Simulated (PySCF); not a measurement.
## Two-photon absorption: `FC(CCBNB)(F)F`, C3H8B2F3N

Geometry:
| atom | x (Å) | y (Å) | z (Å) |
| --- | --- | --- | --- |
| B1 | 3.567 | 0.376 | -0.197 |
| N2 | 2.181 | 0.639 | -0.188 |
| B3 | 1.119 | -0.270 | -0.014 |
| C4 | -0.372 | 0.283 | -0.046 |
| C5 | -1.455 | -0.775 | 0.185 |
| C6 | -2.838 | -0.162 | 0.147 |
| F7 | -3.107 | 0.438 | -1.024 |
| F8 | -3.015 | 0.772 | 1.097 |
| F9 | -3.808 | -1.074 | 0.333 |
| H10 | 3.933 | -0.723 | -0.052 |
| H11 | 4.317 | 1.263 | -0.350 |
| H12 | 1.915 | 1.607 | -0.323 |
| H13 | 1.359 | -1.402 | 0.149 |
| H14 | -0.491 | 1.068 | 0.707 |
| H15 | -0.561 | 0.767 | -1.009 |
| H16 | -1.335 | -1.250 | 1.160 |
| H17 | -1.416 | -1.546 | -0.586 |

Level of theory: TDDFT BP86/def2-SVPD excited states, vertical, gas phase (PySCF 2.14.0). Geometry: GFN2-xTB.

A functional without exact exchange places charge-transfer and diffuse states too low and overstates their dipole changes.

How strongly do the lowest singlets absorb one photon, and two photons of half the energy?

δ for parallel linear polarisation; σ at the peak of a Lorentzian of half width 0.1 eV, single beam; Ω is circular over linear.
| state | E (eV) | f | photon λ (nm) | δ (au) | σ (GM) | Ω | main |
| --- | --- | --- | --- | --- | --- | --- | --- |
| S1 | 5.51 | 0.000 | 450 | 1.3 | 0.01 | 1.50 | HOMO→LUMO 0.99 |
| S2 | 5.80 | 0.000 | 427 | 0.33 | 0.00 | 1.50 | HOMO−1→LUMO 0.99 |
| S3 | 6.58 | 0.265 | 377 | 160 | 2.54 | 0.74 | HOMO−2→LUMO 0.82, HOMO−4→LUMO 0.15 |
| S4 | 6.63 | 0.005 | 374 | 3.22 | 0.05 | 0.76 | HOMO−3→LUMO 0.98 |
| S5 | 7.05 | 0.001 | 352 | 0.43 | 0.01 | 1.22 | HOMO−5→LUMO 0.98 |

Among these, the strongest one-photon state is S3, the strongest two-photon state S3, with a dipole change of 6.9 D (relaxed, norm of the difference vector).
